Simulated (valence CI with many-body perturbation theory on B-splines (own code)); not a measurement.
## Tc³⁶⁺: E2, M1, M2 decay

Level of theory: relativistic CI+MBPT: five valence electrons over a frozen Dirac-Fock core [He], a basis of 11 s, 11 p, 10 d, 8 f, 5 g, 2 h functions for each j, with the one-electron correlation potential Σ1, the two-electron term Σ2, the three-electron term Σ3, Breit, model QED; selected CI, second order for the rest, scaled by the run's own slope (own B-spline code, finite nucleus).

The last digits are not significant, and no measured levels were compared; by estimate large intervals hold to a few tenths of a per cent, small ones and those within an open d or f shell to about a per cent. Among the levels kept, up to 11000 cm⁻¹ of a level comes from second order outside the variational space, and about a tenth of that is noise between levels of different J, which matters for small intervals.

Lines 1 to 50 of 73 in falling wavelength, among levels below 27885 × 10³ cm⁻¹, chosen from the decays that carry over 1 % of a level's rate. Wavelengths and rates use the calculated energies. Electric multipoles are in the length gauge, E1 and E2 with the static RPA response of the core. S is in atomic units (e²a₀⁴ for E2 and M2, e²a₀⁶ for E3), for M1 in squared Bohr magnetons. Weak lines are less certain than strong ones. Lines between different terms over intervals too small for the method are left out, as are lines whose strength nearly cancels. The highest levels of a list are the least certain.

Levels are named by their leading jj configuration (3d3/2^4 stands for four electrons in 3d with j = 3/2), which in mixed levels can hold well under half, so a name can repeat and another be missing. Letters in brackets count levels of one name in rising energy.

```
λ vac (Å)                               Upper                       Lower  Type   A (s⁻¹)  S (a.u.)
    112.3          (2s^2 2p1/2 2p3/2^2) J=3/2  (2s^2 2p1/2^2 2p3/2) J=3/2    M1  1.48e+07  3.10e+00
    111.8                (2s^2 2p3/2^3) J=3/2  (2s^2 2p1/2 2p3/2^2) J=1/2    M1  3.57e+06  7.40e-01
    97.88          (2s^2 2p1/2 2p3/2^2) J=5/2  (2s^2 2p1/2^2 2p3/2) J=3/2    M1  2.64e+06  5.51e-01
    93.39                (2s^2 2p3/2^3) J=3/2  (2s^2 2p1/2 2p3/2^2) J=5/2    M1  5.79e+06  6.99e-01
    83.50          (2s^2 2p1/2 2p3/2^2) J=1/2  (2s^2 2p1/2^2 2p3/2) J=3/2    M1  1.29e+07  5.59e-01
    83.21                (2s^2 2p3/2^3) J=3/2  (2s^2 2p1/2 2p3/2^2) J=3/2    M1  2.52e+07  2.16e+00
    4.685      (2s^2 2p1/2 2p3/2 3d5/2) J=9/2    (2s 2p1/2 2p3/2^3) J=5/2    E2  2.71e+08  5.46e-06
    4.477          (2s^2 2p3/2^2 3d5/2) J=9/2    (2s 2p1/2 2p3/2^3) J=5/2    E2  2.83e+08  4.54e-06
    4.442      (2s^2 2p1/2 2p3/2 3d3/2) J=7/2  (2s 2p1/2^2 2p3/2^2) J=5/2    E2  1.96e+08  2.43e-06
    4.410  (2s^2 2p1/2 2p3/2 3p1/2) J=3/2 [a]  (2s^2 2p1/2 2p3/2^2) J=1/2    E2  8.23e+09  4.90e-05
    4.395      (2s^2 2p1/2 2p3/2 3p1/2) J=5/2  (2s^2 2p1/2 2p3/2^2) J=1/2    E2  1.38e+10  1.22e-04
    4.383      (2s^2 2p1/2 2p3/2 3p1/2) J=1/2  (2s^2 2p1/2 2p3/2^2) J=5/2    E2  2.04e+10  5.89e-05
    4.364      (2s 2p1/2 2p3/2^2 3p3/2) J=9/2    (2s 2p1/2 2p3/2^3) J=5/2    E2  9.24e+09  1.31e-04
    4.362          (2s^2 2p3/2^2 3p1/2) J=3/2        (2s^2 2p3/2^3) J=3/2    E2  1.74e+10  9.83e-05
    4.362          (2s^2 2p1/2^2 3p1/2) J=1/2  (2s^2 2p1/2^2 2p3/2) J=3/2    E2  8.20e+10  2.31e-04
    4.361      (2s^2 2p1/2 2p3/2 3p1/2) J=5/2  (2s^2 2p1/2 2p3/2^2) J=5/2    E2  4.77e+10  4.03e-04
    4.358      (2s^2 2p1/2 2p3/2 3p1/2) J=1/2  (2s^2 2p1/2 2p3/2^2) J=3/2    E2  2.96e+10  8.31e-05
    4.357          (2s^2 2p3/2^2 3p1/2) J=5/2        (2s^2 2p3/2^3) J=3/2    E2  5.52e+10  4.64e-04
    4.351  (2s^2 2p1/2 2p3/2 3p1/2) J=3/2 [a]  (2s^2 2p1/2 2p3/2^2) J=3/2    E2  5.36e+10  2.98e-04
    4.347  (2s^2 2p1/2 2p3/2 3p3/2) J=3/2 [a]  (2s^2 2p1/2 2p3/2^2) J=1/2    E2  4.55e+09  2.52e-05
    4.339      (2s 2p1/2^2 2p3/2 3p3/2) J=7/2  (2s 2p1/2^2 2p3/2^2) J=5/2    E2  1.81e+10  1.99e-04
    4.336      (2s^2 2p1/2 2p3/2 3p1/2) J=5/2  (2s^2 2p1/2 2p3/2^2) J=3/2    E2  1.18e+10  9.71e-05
    4.335  (2s^2 2p1/2 2p3/2 3p1/2) J=3/2 [b]  (2s^2 2p1/2 2p3/2^2) J=5/2    E2  4.86e+10  2.66e-04
    4.331  (2s^2 2p1/2 2p3/2 3p3/2) J=3/2 [b]  (2s^2 2p1/2 2p3/2^2) J=1/2    E2  1.66e+10  9.02e-05
    4.327  (2s^2 2p1/2 2p3/2 3p3/2) J=5/2 [a]  (2s^2 2p1/2 2p3/2^2) J=5/2    E2  6.69e+09  5.43e-05
    4.325          (2s^2 2p3/2^2 3p3/2) J=1/2        (2s^2 2p3/2^3) J=3/2    E2  4.96e+10  1.34e-04
    4.322          (2s^2 2p3/2^2 3p3/2) J=5/2        (2s^2 2p3/2^3) J=3/2    E2  2.39e+10  1.93e-04
    4.321          (2s^2 2p3/2^2 3p3/2) J=7/2        (2s^2 2p3/2^3) J=3/2    E2  1.37e+10  1.48e-04
    4.321  (2s^2 2p1/2 2p3/2 3p3/2) J=1/2 [a]  (2s^2 2p1/2 2p3/2^2) J=5/2    E2  6.89e+09  1.85e-05
    4.319  (2s^2 2p1/2 2p3/2 3p3/2) J=5/2 [b]  (2s^2 2p1/2 2p3/2^2) J=1/2    E2  1.95e+10  1.57e-04
    4.314  (2s^2 2p1/2 2p3/2 3p3/2) J=3/2 [a]  (2s^2 2p1/2 2p3/2^2) J=5/2    E2  1.05e+10  5.58e-05
    4.308          (2s^2 2p3/2^2 3p1/2) J=1/2        (2s^2 2p3/2^3) J=3/2    E2  1.00e+10  2.66e-05
    4.306      (2s^2 2p1/2 2p3/2 3p3/2) J=7/2  (2s^2 2p1/2 2p3/2^2) J=5/2    E2  2.60e+10  2.75e-04
    4.302  (2s^2 2p1/2 2p3/2 3p3/2) J=5/2 [a]  (2s^2 2p1/2 2p3/2^2) J=3/2    E2  2.18e+10  1.72e-04
    4.298          (2s^2 2p1/2^2 3p3/2) J=3/2  (2s^2 2p1/2^2 2p3/2) J=3/2    E2  4.26e+10  2.23e-04
    4.297  (2s^2 2p1/2 2p3/2 3p3/2) J=1/2 [a]  (2s^2 2p1/2 2p3/2^2) J=3/2    E2  2.95e+10  7.72e-05
    4.290  (2s^2 2p1/2 2p3/2 3p3/2) J=3/2 [a]  (2s^2 2p1/2 2p3/2^2) J=3/2    E2  1.32e+10  6.87e-05
    4.283      (2s^2 2p3/2^2 3p3/2) J=3/2 [a]        (2s^2 2p3/2^3) J=3/2    E2  5.57e+10  2.87e-04
    4.282      (2s^2 2p1/2 2p3/2 3p3/2) J=7/2  (2s^2 2p1/2 2p3/2^2) J=3/2    E2  2.95e+09  3.03e-05
    4.272  (2s^2 2p1/2 2p3/2 3p3/2) J=1/2 [b]  (2s^2 2p1/2 2p3/2^2) J=5/2    E2  6.60e+10  1.68e-04
    4.249      (2s 2p1/2^2 2p3/2 3d5/2) J=9/2  (2s 2p1/2^2 2p3/2^2) J=5/2    M2  8.05e+08  9.95e-06
    4.248  (2s^2 2p1/2 2p3/2 3p3/2) J=1/2 [b]  (2s^2 2p1/2 2p3/2^2) J=3/2    E2  3.16e+10  7.80e-05
    4.241          (2s^2 2p3/2^2 3d5/2) J=9/2  (2s 2p1/2^2 2p3/2^2) J=5/2    E2  5.15e+08  6.31e-06
    4.211      (2s^2 2p1/2 2p3/2 3d5/2) J=9/2  (2s^2 2p1/2 2p3/2^2) J=5/2    M2  7.66e+08  9.06e-06
    4.151            (2s 2p3/2^3 3p3/2) J=7/2    (2s 2p1/2 2p3/2^3) J=5/2    E2  2.54e+10  2.24e-04
    4.144  (2s^2 2p1/2 2p3/2 3p3/2) J=5/2 [a]  (2s^2 2p1/2^2 2p3/2) J=3/2    E2  1.18e+10  7.72e-05
    4.140      (2s 2p1/2 2p3/2^2 3p3/2) J=9/2  (2s 2p1/2^2 2p3/2^2) J=5/2    E2  4.80e+10  5.21e-04
    4.139  (2s^2 2p1/2 2p3/2 3p3/2) J=1/2 [a]  (2s^2 2p1/2^2 2p3/2) J=3/2    E2  1.34e+10  2.90e-05
    4.134          (2s^2 2p3/2^2 3p3/2) J=1/2  (2s^2 2p1/2 2p3/2^2) J=5/2    E2  1.59e+10  3.43e-05
    4.132  (2s^2 2p1/2 2p3/2 3p3/2) J=3/2 [a]  (2s^2 2p1/2^2 2p3/2) J=3/2    E2  3.22e+10  1.39e-04
```
